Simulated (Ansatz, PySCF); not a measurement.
Noncovalent pair: CH5N (SMILES CN) (first 7 atoms) with CH2O2 (SMILES O=CO); geometry from B3LYP-D3(BJ)/def2-TZVP, rigid monomers moved along the line of their centres of mass till N2···H12 is 2.95 Å.
(charge 0, multiplicity 1):
```csv
atom,x (Å),y (Å),z (Å)
C,-0.2824,0.2170,0.0966
N,0.8015,-0.5139,0.7701
H,0.0400,1.2408,-0.0934
H,-1.1417,0.2460,0.7650
H,-0.5908,-0.2333,-0.8514
H,1.6234,-0.5802,0.1808
H,0.5002,-1.4576,0.9896
O,-1.1245,-0.7849,4.6572
C,-0.3243,-0.0468,5.1828
O,0.7487,0.4692,4.6109
H,-0.4109,0.2835,6.2289
H,0.8039,0.1338,3.6468
```

Counterpoise-corrected where a basis set is named; no monomer relaxation.

Correlated levels freeze the cores.

Run with Ansatz (a program for electronic structure) with Gaussian orbitals; PySCF for the dispersion terms. Each number belongs to the level named beside it.

PBE/def2-TZVPPD gives -18.2 kJ/mol for the interaction energy.

Where do these levels fall relative to PBE: PBE-D3(BJ)/def2-TZVPPD, r2SCAN/def2-TZVPPD, PBE0/def2-TZVPPD, wB97M-V/def2-TZVPPD, MP2/aug-cc-pVDZ, CCSD(T)/aug-cc-pVDZ.

PBE-D3(BJ)/def2-TZVPPD -2.1; r2SCAN/def2-TZVPPD 0.0; PBE0/def2-TZVPPD 0.5; wB97M-V/def2-TZVPPD -0.8; MP2/aug-cc-pVDZ -0.5; CCSD(T)/aug-cc-pVDZ -0.3 kJ/mol. 2 of 6 lie above PBE; the widest gap is to PBE-D3(BJ)/def2-TZVPPD.
